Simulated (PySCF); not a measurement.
Ligands exchanged one at a time, Sn Cl-OH. Gas-phase values, no solvent. One relaxed conformer stands for each flexible species; it need not be the lowest. Strings in code marks are SMILES.

The S1–T1 gap (TDA) from two functionals at the same geometries (r2SCAN-D4/def2-TZVP), both in PySCF: PBE-D3(BJ)/def2-TZVP and r2SCAN-D4/def2-TZVP. Excitations are Tamm–Dancoff values on a coarser integration grid. The basis has no diffuse functions, so Rydberg states are missing or too high.

```tsv
species	PBE-D3(BJ)/def2-TZVP (eV)	r2SCAN-D4/def2-TZVP (eV)
1 of 4 Cl replaced by OH	0.31	0.36
3 of 4 Cl replaced by OH (`[OH][Sn]([OH])([OH])[Cl]`)	0.34	0.40
4 of 4 Cl replaced by OH (`[OH][Sn]([OH])([OH])[OH]`)	0.38	0.50
```

Over these rows, drawn at random from the members with no instability flagged (it was tested for open shells, ions and some series alone), PBE minus r2SCAN-D4: mean -0.08 eV, from -0.12 eV to -0.05 eV.
